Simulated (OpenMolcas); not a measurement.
**2s2 2p along the 5-electron sequence**

```json
{
  "Program": "OpenMolcas",
  "Method": "SS-CASPT2, IPEA 0.25 Eh, imaginary shift 0.1 Eh",
  "Basis": "ANO-RCC-VQZP",
  "Scalar Hamiltonian": "DKH2, point nucleus",
  "Spin-orbit coupling": "RASSI with atomic mean-field integrals over the reference wave functions, term energies averaged over their components"
}
```

Active space for each ion: 3 electrons in 8 orbitals (2s 2p 3s 3p); closed shells correlated by CASPT2: 1s.

Computed levels in cm-1 above 2P* 1/2:

```json
{"Level": "2P* 3/2", "B": "12.9", "C+": "59.2", "N2+": "169", "O3+": "375", "F4+": "725", "Ne5+": "1263"}
{"Level": "weight of 2P* in the lowest level (%)", "B": "100", "C+": "100", "N2+": "100", "O3+": "100", "F4+": "100", "Ne5+": "100"}
```

Measured, with the error of the calculation in %. Measured levels: B, C+ from NIST Handbook of Basic Atomic Spectroscopic Data; N2+ from Moore, Selected Tables of Atomic Spectra, NSRDS-NBS 3, section 5; O3+ from Moore, Selected Tables of Atomic Spectra, NSRDS-NBS 3, section 10; F4+ from Moore, Atomic Energy Levels, vol. I, NSRDS-NBS 35 (1971 reprint of NBS Circular 467, 1949); Ne5+ from NIST levels in Podobedova, Fuhr, Reader and Wiese, J. Phys. Chem. Ref. Data 33, 525 (2004).

| Level | B | C+ | N2+ | O3+ | F4+ | Ne5+ |
| --- | --- | --- | --- | --- | --- | --- |
| 2P* 3/2 | 15.3 (-15.5) | 63.4 (-6.7) | 174 (-2.9) | 386 (-2.8) | 746 (-2.8) | 1310 (-3.6) |

The fine-structure level 2P* 3/2 changes by a factor of 97.9 from B to Ne5+. Its fourth root runs 1.90, 2.77, 3.61, 4.40, 5.19, 5.96, with steps per unit of Z of 0.88, 0.83, 0.80, 0.79, 0.77; equal steps would mean a (Z - σ)^4 law with constant σ.

Active for correlation alone: 3p 3s; no level in the range computed is led by a configuration that fills them, so any true level of that kind is missing (holds for B; N2+; O3+; F4+; Ne5+). The run also gave levels led by 2s2 3p, which use shells meant for correlation; these and all levels above them are left out (holds for C+). Computed and measured levels are paired by configuration, term and J; levels that our copy of the source lacks, or whose pairing is in doubt (as where it misses far off the trend of its configuration), stay unpaired and out of the deviations. Levels of configurations outside the active space are missing.

* marks odd parity.
